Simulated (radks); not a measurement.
The numbers below are computed, except where a source is named.
Valence configurations of Ni II (all share [Ar]). Level of theory: scalar-relativistic Kohn-Sham, r2SCAN, spin-polarised, spherical densities, finite nucleus; open shells are filled with parallel spins first; meta-GGA in the generalised Kohn-Sham scheme; Fermi nuclear charge, rms radius 3.7757 fm (a radial shooting solver on a logarithmic mesh with Libxc functionals). Order these by energy: 3d7 4s1 4p1; 3d7 4s2; 3d8 4p1; 3d8 4s1; 3d7.5 4p1.5; 3d7 4p2; 3d9; 3d8.5 4p0.5; 3d6 4s2 4p1; 3d5 4s2 4p2.

Answer. From the lowest, in eV above it: 3d9 0.000; 3d8 4s1 1.625; 3d8.5 4p0.5 3.448; 3d7 4s2 7.434; 3d8 4p1 7.656; 3d7 4s1 4p1 11.910; 3d7.5 4p1.5 12.740; 3d7 4p2 18.800; 3d6 4s2 4p1 22.645; 3d5 4s2 4p2 42.547. NIST lists [Ar] 3d9 as the ground configuration; this level of theory agrees among the configurations tried. The energies are those of spherical high-spin densities, not of single terms.
